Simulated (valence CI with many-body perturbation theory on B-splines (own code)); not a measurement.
## Forbidden lines of W67+

Computed by relativistic CI+MBPT: five valence electrons over a frozen Dirac-Fock core [He], radial functions for each j: 9 s, 9 p, 8 d, 6 f, 3 g, 1 h, with the one-electron correlation potential Σ1, the two-electron term Σ2, the three-electron term Σ3, Breit, model QED; selected CI, second order for the rest (own B-spline code, finite nucleus).

No measured spectrum was set against this ion. As an estimate, large intervals hold to a few tenths of a per cent, small ones and those within an open d or f shell to about a per cent. Among the levels kept, up to 1200 cm⁻¹ of a level comes from second order outside the variational space, and about a tenth of that is noise between levels of different J, which matters for small intervals.

Lines 1 to 50 of 57 in falling wavelength, among levels below 11275 eV, chosen from the decays that carry over 1 % of a level's rate. Wavelengths and rates use the calculated energies. Electric multipoles are in the length gauge, E1 and E2 with the static RPA response of the core. Weak lines are less certain than strong ones. Lines between different terms over intervals too small for the method are left out, as are lines whose strength nearly cancels. The highest levels of a list are the least certain.

Levels are named by their leading jj configuration (3d3/2^4 stands for four electrons in 3d with j = 3/2), which in mixed levels can hold well under half, so a name can repeat and another be missing. Letters in brackets count levels of one name in rising energy.

| λ vac (nm) | Upper | Lower | Type | A (s⁻¹) | Branch % |
| --- | --- | --- | --- | --- | --- |
| 0.8935 | (2s^2 2p1/2 2p3/2^2) J=3/2 | (2s^2 2p1/2^2 2p3/2) J=3/2 | M1 | 2.49e+10 | 99.8 |
| 0.8915 | (2s^2 2p3/2^3) J=3/2 | (2s^2 2p1/2 2p3/2^2) J=1/2 | M1 | 6.17e+09 | 7.1 |
| 0.8788 | (2s^2 2p1/2 2p3/2^2) J=5/2 | (2s^2 2p1/2^2 2p3/2) J=3/2 | M1 | 4.13e+09 | 96.5 |
| 0.8788 | (2s^2 2p1/2 2p3/2^2) J=5/2 | (2s^2 2p1/2^2 2p3/2) J=3/2 | E2 | 1.52e+08 | 3.6 |
| 0.8589 | (2s^2 2p3/2^3) J=3/2 | (2s^2 2p1/2 2p3/2^2) J=5/2 | M1 | 6.85e+09 | 7.9 |
| 0.8472 | (2s^2 2p1/2 2p3/2^2) J=1/2 | (2s^2 2p1/2^2 2p3/2) J=3/2 | M1 | 1.38e+10 | 99.1 |
| 0.8454 | (2s^2 2p3/2^3) J=3/2 | (2s^2 2p1/2 2p3/2^2) J=3/2 | M1 | 2.73e+10 | 31.3 |
| 0.1400 | (2s^2 2p1/2 2p3/2 3p1/2) J=3/2 [a] | (2s^2 2p1/2 2p3/2^2) J=1/2 | E2 | 2.75e+11 | 12.6 |
| 0.1398 | (2s^2 2p1/2 2p3/2 3p1/2) J=5/2 | (2s^2 2p1/2 2p3/2^2) J=1/2 | E2 | 5.29e+11 | 18.6 |
| 0.1392 | (2s^2 2p1/2 2p3/2 3p1/2) J=1/2 | (2s^2 2p1/2 2p3/2^2) J=5/2 | E2 | 5.71e+11 | 30.4 |
| 0.1391 | (2s^2 2p1/2 2p3/2 3p1/2) J=3/2 [a] | (2s^2 2p1/2 2p3/2^2) J=5/2 | M1 | 3.18e+10 | 1.5 |
| 0.1391 | (2s^2 2p1/2^2 3p1/2) J=1/2 | (2s^2 2p1/2^2 2p3/2) J=3/2 | E2 | 2.76e+12 | 93.7 |
| 0.1391 | (2s^2 2p1/2^2 3p1/2) J=1/2 | (2s^2 2p1/2^2 2p3/2) J=3/2 | M1 | 5.33e+10 | 1.8 |
| 0.1391 | (2s^2 2p1/2 2p3/2 3p1/2) J=3/2 [b] | (2s^2 2p1/2 2p3/2^2) J=1/2 | E2 | 2.50e+11 | 5.3 |
| 0.1389 | (2s^2 2p1/2 2p3/2 3p1/2) J=5/2 | (2s^2 2p1/2 2p3/2^2) J=5/2 | E2 | 1.56e+12 | 54.9 |
| 0.1389 | (2s^2 2p1/2 2p3/2 3p1/2) J=1/2 | (2s^2 2p1/2 2p3/2^2) J=3/2 | E2 | 8.56e+11 | 45.5 |
| 0.1389 | (2s^2 2p1/2 2p3/2 3p1/2) J=1/2 | (2s^2 2p1/2 2p3/2^2) J=3/2 | M1 | 4.58e+10 | 2.4 |
| 0.1388 | (2s^2 2p1/2 2p3/2 3p1/2) J=3/2 [a] | (2s^2 2p1/2 2p3/2^2) J=3/2 | E2 | 1.68e+12 | 76.7 |
| 0.1386 | (2s^2 2p1/2 2p3/2 3p1/2) J=5/2 | (2s^2 2p1/2 2p3/2^2) J=3/2 | E2 | 3.89e+11 | 13.7 |
| 0.1383 | (2s^2 2p1/2 2p3/2 3p1/2) J=3/2 [b] | (2s^2 2p1/2 2p3/2^2) J=5/2 | E2 | 1.54e+12 | 33.0 |
| 0.1379 | (2s^2 2p1/2 2p3/2 3p1/2) J=3/2 [b] | (2s^2 2p1/2 2p3/2^2) J=3/2 | E2 | 1.13e+11 | 2.4 |
| 0.1336 | (2s^2 2p1/2 2p3/2 3p3/2) J=3/2 [a] | (2s^2 2p1/2 2p3/2^2) J=1/2 | E2 | 5.96e+10 | 1.3 |
| 0.1332 | (2s 2p1/2^2 2p3/2 3p3/2) J=7/2 | (2s 2p1/2^2 2p3/2^2) J=5/2 | E2 | 9.21e+11 | 7.5 |
| 0.1332 | (2s^2 2p1/2 2p3/2 3p3/2) J=3/2 [b] | (2s^2 2p1/2 2p3/2^2) J=1/2 | E2 | 4.96e+11 | 11.5 |
| 0.1331 | (2s^2 2p1/2 2p3/2 3p3/2) J=5/2 [b] | (2s^2 2p1/2 2p3/2^2) J=1/2 | E2 | 5.49e+11 | 13.4 |
| 0.1331 | (2s 2p1/2^2 2p3/2 3p3/2) J=1/2 [b] | (2s 2p1/2^2 2p3/2^2) J=3/2 | E2 | 1.64e+12 | 5.7 |
| 0.1330 | (2s^2 2p1/2 2p3/2 3p3/2) J=5/2 [a] | (2s^2 2p1/2 2p3/2^2) J=5/2 | E2 | 2.16e+11 | 5.0 |
| 0.1329 | (2s^2 2p1/2 2p3/2 3p3/2) J=1/2 [a] | (2s^2 2p1/2 2p3/2^2) J=5/2 | E2 | 2.02e+11 | 2.4 |
| 0.1329 | (2s^2 2p1/2 2p3/2 3p3/2) J=3/2 [a] | (2s^2 2p1/2 2p3/2^2) J=5/2 | E2 | 6.61e+11 | 14.8 |
| 0.1328 | (2s^2 2p1/2 2p3/2 3p3/2) J=7/2 | (2s^2 2p1/2 2p3/2^2) J=5/2 | E2 | 9.70e+11 | 24.5 |
| 0.1328 | (2s^2 2p1/2^2 3p3/2) J=3/2 | (2s^2 2p1/2^2 2p3/2) J=3/2 | E2 | 1.37e+12 | 43.2 |
| 0.1327 | (2s^2 2p1/2 2p3/2 3p3/2) J=5/2 [a] | (2s^2 2p1/2 2p3/2^2) J=3/2 | E2 | 8.39e+11 | 19.3 |
| 0.1326 | (2s^2 2p1/2 2p3/2 3p3/2) J=1/2 [a] | (2s^2 2p1/2 2p3/2^2) J=3/2 | E2 | 9.36e+11 | 11.1 |
| 0.1326 | (2s^2 2p1/2 2p3/2 3p3/2) J=3/2 [a] | (2s^2 2p1/2 2p3/2^2) J=3/2 | E2 | 3.07e+11 | 6.9 |
| 0.1325 | (2s^2 2p1/2 2p3/2 3p3/2) J=3/2 [b] | (2s^2 2p1/2 2p3/2^2) J=5/2 | E2 | 9.49e+10 | 2.2 |
| 0.1325 | (2s^2 2p1/2 2p3/2 3p3/2) J=7/2 | (2s^2 2p1/2 2p3/2^2) J=3/2 | E2 | 1.10e+11 | 2.8 |
| 0.1320 | (2s^2 2p1/2 2p3/2 3p3/2) J=1/2 [b] | (2s^2 2p1/2 2p3/2^2) J=5/2 | E2 | 1.91e+12 | 26.1 |
| 0.1317 | (2s^2 2p1/2 2p3/2 3p3/2) J=1/2 [b] | (2s^2 2p1/2 2p3/2^2) J=3/2 | E2 | 8.53e+11 | 11.7 |
| 0.1316 | (2s 2p1/2^2 2p3/2 3p3/2) J=1/2 [b] | (2s 2p1/2^2 2p3/2^2) J=5/2 | E2 | 5.02e+11 | 1.7 |
| 0.1304 | (2s 2p1/2^2 2p3/2 3d5/2) J=9/2 | (2s 2p1/2^2 2p3/2^2) J=5/2 | M2 | 7.39e+10 | 42.2 |
| 0.1304 | (2s 2p1/2^2 2p3/2 3d5/2) J=9/2 | (2s 2p1/2^2 2p3/2^2) J=5/2 | E3 | 4.57e+09 | 2.6 |
| 0.1299 | (2s^2 2p1/2 2p3/2 3d5/2) J=9/2 | (2s^2 2p1/2 2p3/2^2) J=5/2 | M2 | 7.35e+10 | 43.4 |
| 0.1299 | (2s^2 2p1/2 2p3/2 3d5/2) J=9/2 | (2s^2 2p1/2 2p3/2^2) J=5/2 | E3 | 4.74e+09 | 2.8 |
| 0.1261 | (2s 2p1/2^2 2p3/2 3d5/2) J=9/2 | (2s^2 2p1/2 2p3/2^2) J=5/2 | E2 | 1.83e+09 | 1.0 |
| 0.1155 | (2s^2 2p1/2 2p3/2 3p3/2) J=5/2 [a] | (2s^2 2p1/2^2 2p3/2) J=3/2 | E2 | 3.34e+11 | 7.7 |
| 0.1155 | (2s^2 2p1/2 2p3/2 3p3/2) J=1/2 [a] | (2s^2 2p1/2^2 2p3/2) J=3/2 | E2 | 6.81e+11 | 8.1 |
| 0.1154 | (2s^2 2p1/2 2p3/2 3p3/2) J=3/2 [a] | (2s^2 2p1/2^2 2p3/2) J=3/2 | E2 | 1.27e+12 | 28.4 |
| 0.1154 | (2s^2 2p1/2 2p3/2 3p3/2) J=7/2 | (2s^2 2p1/2^2 2p3/2) J=3/2 | E2 | 1.36e+12 | 34.4 |
| 0.1151 | (2s^2 2p1/2 2p3/2 3p3/2) J=3/2 [b] | (2s^2 2p1/2^2 2p3/2) J=3/2 | E2 | 4.69e+10 | 1.1 |
| 0.1150 | (2s^2 2p1/2 2p3/2 3p3/2) J=5/2 [b] | (2s^2 2p1/2^2 2p3/2) J=3/2 | E2 | 1.03e+12 | 25.1 |
